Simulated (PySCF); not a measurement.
[Hf(F)3(OCH3)] (charge 0, multiplicity 1)

These are PBE-D3(BJ)/def2-TZVP // r2SCAN-D4/def2-SVP in PySCF 2.14.0 values and carry that method's errors.

| Quantity | Result |
|---|---|
| HOMO | -7.51 eV |
| dipole moment | 2.78 D |
| HOMO–LUMO gap | 6.27 eV |
| LUMO | -1.24 eV |
| charge on the central atom (Mulliken) | 1.47 e |
| total energy | -12593.56 eV |
| cost | around 2.3 core-minutes (rough) |

```xyz
9

Hf     0.1252     0.1332    -0.0842
F      0.1294    -1.6643     0.5878
F      1.8949     0.8673     0.0246
F     -0.4652     0.1389    -1.9100
O     -1.0639     1.1962     0.9661
C     -1.9306     1.9734     1.7384
H     -2.1671     1.4619     2.6868
H     -2.8737     2.1553     1.1958
H     -1.4701     2.9481     1.9734
```
Charge 0, spin multiplicity 1.
